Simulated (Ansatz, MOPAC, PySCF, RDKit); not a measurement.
Dimer: HF (SMILES F) (first 2 atoms) with CH2F2 (SMILES FCF); geometry from B3LYP-D3(BJ)/def2-TZVP, rigid monomers moved along the line of their centres of mass till H2···F3 is 3.28 Å.
(charge 0, multiplicity 1):
```csv
atom,x (Å),y (Å),z (Å)
F,-0.1266,0.0956,-0.0637
H,0.1928,0.6239,0.6339
F,0.8691,0.9774,3.8200
C,0.5020,-0.1017,4.6042
F,-0.6006,0.2488,5.3042
H,1.3222,-0.3003,5.2932
H,0.2639,-0.9324,3.9405
```

Interaction energies are E(AB) − E(A) − E(B) at the monomers' geometry in the complex; basis-set methods are counterpoise corrected. Rows marked so take none. RDKit's UFF carries no charges.

Correlated levels freeze the cores. CBS(a, b) extrapolates the correlation energy as X⁻³ and adds the Hartree–Fock energy of set b. Rows in 6-31G* carry no dispersion term and start afresh at each structure (6-31G* with six Cartesian d functions). The state reached by PM7 isn't checked; PM7 holds dispersion and hydrogen-bond terms.

Programs: Ansatz (Gaussian basis) for Hartree–Fock, density functionals and correlated methods; MOPAC for PM7 (differences of heats of formation); PySCF for 6-31G* rows, the dispersion terms; RDKit for the force fields. 

```csv
level,interaction energy (meV)
UFF,-8.0
PM7,-29.7
PBE-D3(BJ)/def2-TZVPPD,-48.7
r2SCAN/def2-TZVPPD,-43.0
B3LYP/6-31G* (no counterpoise),?
PBE0-D3(BJ)/def2-TZVPPD,-49.2
MP2/aug-cc-pVTZ,-46.9
SCS-MP2/aug-cc-pVDZ,?
"MP2/CBS(aug-cc-pVDZ, aug-cc-pVTZ) + ΔCCSD(T)/aug-cc-pVDZ",-47.6
```

Task: What belongs in the gaps?

Result: 
- B3LYP/6-31G* (no counterpoise), interaction energy (meV): -45.7
- SCS-MP2/aug-cc-pVDZ, interaction energy (meV): -44.2

Ansatz is an electronic-structure program.
